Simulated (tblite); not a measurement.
Isomers of C6H7F3O2. All values are computed: GFN2-xTB (tblite) harmonic vibrations without scaling, gas phase. Errors from tens to a few hundred cm⁻¹ against measured bands are possible. One conformer each.

Electronic energies: GFN2-xTB at the same geometries; isomer energies are rough at this level and their order can be wrong.

```tsv
SMILES	electronic energy, lowest = 0 (kJ/mol)
C[C@H]1OCC=C1OC(F)(F)F	1.7
O=C1CCO[C@H]1CC(F)(F)F	0.0
FC(F)(F)[C@H]1OCC12COC2	124.2
```

Problem. How do GFN2-xTB zero-point energies change the relative energies?

Solution. 
| SMILES | ZPE (kJ/mol) | of it from modes above 1550 cm⁻¹ | electronic (kJ/mol) | with ZPE, lowest = 0 (kJ/mol) | lowest mode (cm⁻¹) | rings |
| --- | --- | --- | --- | --- | --- | --- |
| O=C1CCO[C@H]1CC(F)(F)F | 330.0 | 134.8 | 0.0 | 0.0 | 29 | 1 |
| C[C@H]1OCC=C1OC(F)(F)F | 328.9 | 135.8 | 1.7 | 0.6 | 38 | 1 |
| FC(F)(F)[C@H]1OCC12COC2 | 332.0 | 123.4 | 124.2 | 126.2 | 59 | 2 |

The zero-point energies span 3.1 kJ/mol, from `C[C@H]1OCC=C1OC(F)(F)F` to `FC(F)(F)[C@H]1OCC12COC2`. The order is unchanged.

Problem. What do entropy and thermal enthalpy add at 298.15 K and 1 bar (rigid rotor, harmonic oscillator, one conformer each)?

Solution. 
```tsv
SMILES	point group	symmetry number	S (J/(mol K))	H − H(0) (kJ/mol)	ZPE + H − H(0) − TS (kJ/mol)
O=C1CCO[C@H]1CC(F)(F)F	C1	1	432.1	29.67	230.9
C[C@H]1OCC=C1OC(F)(F)F	C1	1	432.1	30.36	230.4
FC(F)(F)[C@H]1OCC12COC2	C1	1	414.8	28.52	236.8
```
